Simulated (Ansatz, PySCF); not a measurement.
Molecule: H$_{3}$S$_{2}$ (charge +1, singlet). It need not be the lowest isomer of its formula. 
Coordinates optimised at B3LYP-D3(BJ)/def2-TZVP (Ansatz, an electronic-structure program):
```
S
H 1 1.3566
H 1 1.3566 2 94.20
S 1 2.0776 2 101.00 3 -102.08
H 4 1.3496 1 91.36 2 -131.73
```
Charge +1, spin multiplicity 1.

Property: vertical triplet-singlet gap (E(triplet) - E(singlet); each state is the SCF solution reached for its spin), in kcal/mol. Correlated levels leave the core frozen unless marked. UHF or UKS for open shells. No spin-orbit coupling. No relativistic terms. Basis-set limits of correlation are two-point, X^-3; Hartree-Fock from the larger set. The bracket is a focal-point correction in the basis named.

```tsv
level	program	vertical triplet-singlet gap (kcal/mol)	minus last row
HF/def2-SVPD	Ansatz	75.2	-12.6
HF/def2-QZVPPD	Ansatz	75.6	-12.2
M06-2X/def2-TZVPD	PySCF	86.7	-1.1
wB97X-V/def2-TZVPD	Ansatz	87.3	-0.5
B2PLYP/def2-TZVPD	Ansatz	85.2	-2.6
RI-MP2/def2-TZVPPD	Ansatz	88.0	0.2
RI-MP2/CBS(def2-TZVPPD,def2-QZVPPD)	Ansatz	89.3	1.5
RI-MP2/CBS(aug-cc-pV(T+d)Z,aug-cc-pV(Q+d)Z)+[CCSD(T)-MP2]/aug-cc-pV(D+d)Z	Ansatz	88.2	0.4
RI-MP2/CBS(def2-TZVPPD,def2-QZVPPD)+[CCSD(T)-MP2]/def2-SVPD	Ansatz	88.4	0.6
RI-MP2/CBS(aug-cc-pV(T+d)Z,aug-cc-pV(Q+d)Z)+[CCSD(T)-MP2]/aug-cc-pV(T+d)Z	Ansatz	87.8	0.0
```
